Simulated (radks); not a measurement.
All-electron atom: Ca12+ in [He] 2s2 2p4 (the NIST ground configuration). Calculated with a radial shooting solver on a logarithmic mesh with Libxc functionals: scalar-relativistic Kohn-Sham, r2SCAN, spin-polarised, spherical densities, finite nucleus; open shells are filled with parallel spins first; meta-GGA in the generalised Kohn-Sham scheme; Fermi nuclear charge, rms radius 3.4776 fm.

Unscreened Slater integrals over Kohn-Sham orbitals (cm^-1). They are taken over the spin-up orbitals. Empty in this configuration: 3s.

F0(2p,2p): 659720
F2(2p,2p): 312710
F0(2p,2s): 609210
G1(2p,2s): 352210
F0(2p,1s): 902120
G1(2p,1s): 152390
F0(2p,3s): 294400
G1(2p,3s): 29547
F0(2s,2s): 576570
F0(2s,1s): 809330
G0(2s,1s): 75265
F0(2s,3s): 288760
G0(2s,3s): 23375
F0(1s,1s): 2690900
F0(1s,3s): 334290
G0(1s,3s): 15462
F0(3s,3s): 224130

Derived for the open shells (J is the average intra-shell exchange parameter used in DFT+U). 2p: J = F2/5 = 62540 cm^-1; in LS coupling 1D lies 6 F2/25 = 75050 cm^-1 above 3P.
